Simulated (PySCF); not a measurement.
Computed IR spectrum (relative IR intensity) of a molecule C3H7O2, multiplicity 2. The structure is a stationary point at PBE-D3(BJ)/def2-SVP. One conformer was computed; it need not be the lowest. Computed with PBE-D3(BJ)/def2-SVP in PySCF. No scaling factor is applied to the harmonic values.

Lines under 2 % of the strongest are left out, and lines within 2 cm⁻¹ are merged.

ν (cm⁻¹): 97 (vw), 130 (vw), 163 (vw), 294 (w), 358 (w), 453 (m), 612 (vs), 775 (m), 939 (w), 994 (m), 1082 (s), 1119 (m), 1122 (vw), 1180 (m), 1219 (m), 1242 (w), 1250 (m), 1295 (w), 1401 (w), 1418 (w), 1428 (w), 1446 (w), 2748 (m), 2827 (vs), 2908 (m), 2951 (m), 2977 (m), 3070 (w), 3079 (w) (against the strongest line: vs over 80 %, s over 45 %, m over 15 %, w over 4 %, vw less)

Question: Pick the molecule that these values belong to.
(A) CC(O)[CH]O
(B) C[C](O)CO
(C) CC(O)C[O]
(D) COCC[O]

Answer: D, COCC[O]
